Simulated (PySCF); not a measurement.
**Simulated absorption spectrum**

Compound: 1-allylimidazole, C6H8N2.
Z-matrix (Å and degrees, GFN2-xTB geometry), rows numbered from 1:
```
C 
C   1  1.3185
C   2  1.5031  1  124.03
N   3  1.4414  2  110.87  1  -123.56
C   4  1.3664  3  126.99  2   -95.18
C   5  1.3647  4  106.07  3   176.80
N   6  1.3582  5  109.95  4    -0.31
C   7  1.3033  6  105.60  5    -0.05
H   1  1.0760  2  121.89  3   179.72
H   1  1.0779  2  121.81  3    -0.79
H   2  1.0818  1  121.02  3  -178.77
H   3  1.0940  2  110.13  1    -2.77
H   3  1.0956  2  109.74  1   116.96
H   5  1.0710  4  122.12  3    -3.87
H   6  1.0714  5  129.01  4   179.47
H   8  1.0719  4  122.79  3     3.58
```

The calculation used TDDFT CAM-B3LYP/def2-SVPD, vertical, gas phase, core orbitals frozen in the response (PySCF 2.14.0, density-fitted response routines).

Computed states:

```
state  E (eV)       f
   S1    6.17   0.052
   S2    6.51   0.069
   S3    6.61  0.0027
   S4    6.64   0.024
   S5    6.97   0.048
   S6    7.23   0.020
   S7    7.33   0.070
   S8    7.39  0.0020
```

Broadening: Gaussians 0.3 eV wide at half height, area fixed by f = 4.319×10⁻⁹ ∫ε dν̃. The width is an assumption, not a result. The curve ends short of the highest state used, and states not computed would add to its high-energy end.

Question: Give the broadened spectrum and its maxima.

Answer: 
```json
{"λ (nm)": "182.6", "ε (L mol⁻¹ cm⁻¹)": "3216"}
{"λ (nm)": "183.8", "ε (L mol⁻¹ cm⁻¹)": "3588"}
{"λ (nm)": "185.0", "ε (L mol⁻¹ cm⁻¹)": "4449"}
{"λ (nm)": "186.2", "ε (L mol⁻¹ cm⁻¹)": "5610"}
{"λ (nm)": "187.3", "ε (L mol⁻¹ cm⁻¹)": "6684"}
{"λ (nm)": "188.5", "ε (L mol⁻¹ cm⁻¹)": "7579"}
{"λ (nm)": "189.7", "ε (L mol⁻¹ cm⁻¹)": "7958"}
{"λ (nm)": "190.8", "ε (L mol⁻¹ cm⁻¹)": "7783"}
{"λ (nm)": "192.0", "ε (L mol⁻¹ cm⁻¹)": "7125"}
{"λ (nm)": "193.2", "ε (L mol⁻¹ cm⁻¹)": "6224"}
{"λ (nm)": "194.4", "ε (L mol⁻¹ cm⁻¹)": "5383"}
{"λ (nm)": "195.5", "ε (L mol⁻¹ cm⁻¹)": "4861"}
{"λ (nm)": "196.7", "ε (L mol⁻¹ cm⁻¹)": "4642"}
{"λ (nm)": "197.9", "ε (L mol⁻¹ cm⁻¹)": "4714"}
{"λ (nm)": "199.0", "ε (L mol⁻¹ cm⁻¹)": "4875"}
{"λ (nm)": "200.2", "ε (L mol⁻¹ cm⁻¹)": "4962"}
{"λ (nm)": "201.4", "ε (L mol⁻¹ cm⁻¹)": "4809"}
{"λ (nm)": "202.6", "ε (L mol⁻¹ cm⁻¹)": "4369"}
{"λ (nm)": "203.7", "ε (L mol⁻¹ cm⁻¹)": "3759"}
{"λ (nm)": "204.9", "ε (L mol⁻¹ cm⁻¹)": "2976"}
{"λ (nm)": "206.1", "ε (L mol⁻¹ cm⁻¹)": "2192"}
{"λ (nm)": "207.3", "ε (L mol⁻¹ cm⁻¹)": "1504"}
{"λ (nm)": "208.4", "ε (L mol⁻¹ cm⁻¹)": "1003"}
{"λ (nm)": "209.6", "ε (L mol⁻¹ cm⁻¹)": "604"}
{"λ (nm)": "210.8", "ε (L mol⁻¹ cm⁻¹)": "342"}
{"λ (nm)": "211.9", "ε (L mol⁻¹ cm⁻¹)": "192"}
{"λ (nm)": "213.1", "ε (L mol⁻¹ cm⁻¹)": "96"}
{"λ (nm)": "214.3", "ε (L mol⁻¹ cm⁻¹)": "46"}
{"λ (nm)": "215.5", "ε (L mol⁻¹ cm⁻¹)": "20"}
{"λ (nm)": "216.6", "ε (L mol⁻¹ cm⁻¹)": "9"}
```

Maxima: 200 nm (6.20 eV), ε about 5000, made up of S1 (93%); 190 nm (6.53 eV), ε about 8000, made up of S2 (77%) and S4 (19%) (ε in L mol⁻¹ cm⁻¹; maxima over ε = 5, shares over 10%).

Question: On this curve, what absorbance would a 10⁻⁴ mol/L sample give at 193 nm over a 1 cm path?

Answer: 193 nm is 6.424 eV, where ε is about 6400 L mol⁻¹ cm⁻¹, so A = ε c l ≈ 0.64 (Beer–Lambert, with the gas-phase spectrum and the assumed width).

Question: Coming from long wavelengths, where does ε first pass 100 L mol⁻¹ cm⁻¹?

Answer: At about 213 nm (5.82 eV), 0.35 eV below S1.

Question: What would ε be at 6.53 eV, the highest of these maxima, with half the width (0.15 eV)?

Answer: About 12900 L mol⁻¹ cm⁻¹ against 7960, a factor of about 1.6; a lone state at its own centre would give exactly 2.

One conformer stands for the species.
